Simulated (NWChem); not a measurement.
System: GeSiNH$_{6}$F; SMILES F[SiH2][NH][GeH3]

```xyz
10

Si    -0.4628    -1.6988    -0.2281
F      0.9029    -2.5073     0.1448
N     -0.5657    -0.1676     0.5352
Ge     0.1344     1.4417    -0.0395
H     -1.5836    -2.5584     0.2387
H     -0.4395    -1.4996    -1.7003
H     -0.9135    -0.1616     1.4904
H      1.3752     1.8332     0.7870
H     -0.9398     2.5356     0.1073
H      0.5131     1.2383    -1.5138
```
Atoms are numbered in this order, from 1.

All runs use the structure optimised with PBE0/def2-SVP.

Question: List the 4 lowest vertical singlet excitations from PBE/6-31G* (spherical d), TDA (NWChem).

Answer: 
| state | energy (eV) | oscillator strength | leading excitation (squared amplitude) |
|---|---|---|---|
| S1 | 5.98 | 0.017 | HOMO → LUMO (0.99) |
| S2 | 7.23 | 0.015 | HOMO−1 → LUMO (0.97) |
| S3 | 7.27 | 0.012 | HOMO → LUMO+2 (0.87) |
| S4 | 7.38 | 0.074 | HOMO → LUMO+1 (0.70) |
